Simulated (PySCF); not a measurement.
# Basis and Hamiltonian dependence of the ionisation energy of Pt

Pt [Xe] 4f14 5d9 6s1 (3D) → Pt⁺ [Xe] 4f14 5d9 (2D). All values are computed (PySCF 2.14, energy differences of UHF-based or UKS calculations, no spin-orbit coupling). Values in eV.

```json
{"basis": "def2-SVP with the def2 core potential (60 electrons)", "Hamiltonian": "ECP", "functions": "32", "UHF": "7.579", "PBE": "9.359", "PBE0": "n/a", "MP2 (valence)": "8.670", "CCSD(T) (valence)": "n/a", "CCSD(T) (valence and next inner shell)": "n/a"}
{"basis": "def2-SVPD with the def2 core potential (60 electrons)", "Hamiltonian": "ECP", "functions": "35", "UHF": "7.577", "PBE": "9.358", "PBE0": "9.064", "MP2 (valence)": "8.719", "CCSD(T) (valence)": "n/a", "CCSD(T) (valence and next inner shell)": "n/a"}
{"basis": "cc-pVDZ-PP with ECP60MDF", "Hamiltonian": "ECP", "functions": "38", "UHF": "7.577", "PBE": "n/a", "PBE0": "n/a", "MP2 (valence)": "8.666", "CCSD(T) (valence)": "n/a", "CCSD(T) (valence and next inner shell)": "n/a"}
{"basis": "aug-cc-pVDZ-PP with ECP60MDF", "Hamiltonian": "ECP", "functions": "54", "UHF": "7.575", "PBE": "9.358", "PBE0": "9.058", "MP2 (valence)": "8.922", "CCSD(T) (valence)": "8.762", "CCSD(T) (valence and next inner shell)": "n/a"}
{"basis": "aug-cc-pwCVDZ-PP with ECP60MDF", "Hamiltonian": "ECP", "functions": "70", "UHF": "7.569", "PBE": "9.353", "PBE0": "9.054", "MP2 (valence)": "8.934", "CCSD(T) (valence)": "8.762", "CCSD(T) (valence and next inner shell)": "8.901"}
{"basis": "ANO-RCC-VTZP", "Hamiltonian": "spin-free X2C", "functions": "84", "UHF": "7.586", "PBE": "9.423", "PBE0": "9.108", "MP2 (valence)": "8.962", "CCSD(T) (valence)": "8.806", "CCSD(T) (valence and next inner shell)": "8.915"}
{"basis": "def2-QZVPPD with the def2 core potential (60 electrons)", "Hamiltonian": "ECP", "functions": "88", "UHF": "7.575", "PBE": "9.336", "PBE0": "9.047", "MP2 (valence)": "8.969", "CCSD(T) (valence)": "8.806", "CCSD(T) (valence and next inner shell)": "n/a"}
{"basis": "aug-cc-pVTZ-PP with ECP60MDF", "Hamiltonian": "ECP", "functions": "88", "UHF": "7.568", "PBE": "9.340", "PBE0": "9.047", "MP2 (valence)": "9.012", "CCSD(T) (valence)": "8.850", "CCSD(T) (valence and next inner shell)": "n/a"}
{"basis": "x2c-TZVPPall", "Hamiltonian": "spin-free X2C", "functions": "97", "UHF": "7.594", "PBE": "9.396", "PBE0": "9.090", "MP2 (valence)": "8.900", "CCSD(T) (valence)": "8.749", "CCSD(T) (valence and next inner shell)": "8.851"}
{"basis": "aug-cc-pVTZ-PP with one added diffuse shell each of s, p, d, f, g type with ECP60MDF", "Hamiltonian": "ECP", "functions": "113", "UHF": "7.568", "PBE": "9.340", "PBE0": "9.047", "MP2 (valence)": "9.019", "CCSD(T) (valence)": "n/a", "CCSD(T) (valence and next inner shell)": "n/a"}
{"basis": "x2c-TZVPPall with one added diffuse shell each of s, p, d, f type", "Hamiltonian": "spin-free X2C", "functions": "113", "UHF": "7.593", "PBE": "9.395", "PBE0": "9.089", "MP2 (valence)": "8.956", "CCSD(T) (valence)": "8.812", "CCSD(T) (valence and next inner shell)": "n/a"}
{"basis": "aug-cc-pVQZ-PP with ECP60MDF", "Hamiltonian": "ECP", "functions": "135", "UHF": "7.566", "PBE": "9.340", "PBE0": "9.047", "MP2 (valence)": "9.059", "CCSD(T) (valence)": "n/a", "CCSD(T) (valence and next inner shell)": "n/a"}
{"basis": "aug-cc-pwCVQZ-PP with ECP60MDF", "Hamiltonian": "ECP", "functions": "180", "UHF": "7.566", "PBE": "n/a", "PBE0": "n/a", "MP2 (valence)": "9.058", "CCSD(T) (valence)": "n/a", "CCSD(T) (valence and next inner shell)": "n/a"}
{"basis": "aug-cc-pV5Z-PP with ECP60MDF", "Hamiltonian": "ECP", "functions": "197", "UHF": "7.565", "PBE": "9.340", "PBE0": "9.047", "MP2 (valence)": "9.074", "CCSD(T) (valence)": "n/a", "CCSD(T) (valence and next inner shell)": "n/a"}
```

Extrapolation of MP2 (valence) from aug-cc-pVQZ-PP with ECP60MDF and aug-cc-pV5Z-PP with ECP60MDF: the correlation parts are 1.493 and 1.508 eV; with the X⁻³ form and unrounded values, (5³ × 1.508 − 4³ × 1.493)/(5³ − 4³) = 1.525 eV, and adding the Hartree-Fock value 7.565 eV of the larger basis gives 9.090 eV.

Frozen in the all-electron rows: valence and next inner shell: [Kr] 4d10 4f14; valence: [Xe] 4f14; with a core potential, the same shells as far as they lie outside it.

Between the lowest levels the reference is 8.959 eV (measured; NIST Atomic Spectra Database, ionization energies); it includes spin-orbit coupling, which these numbers lack.
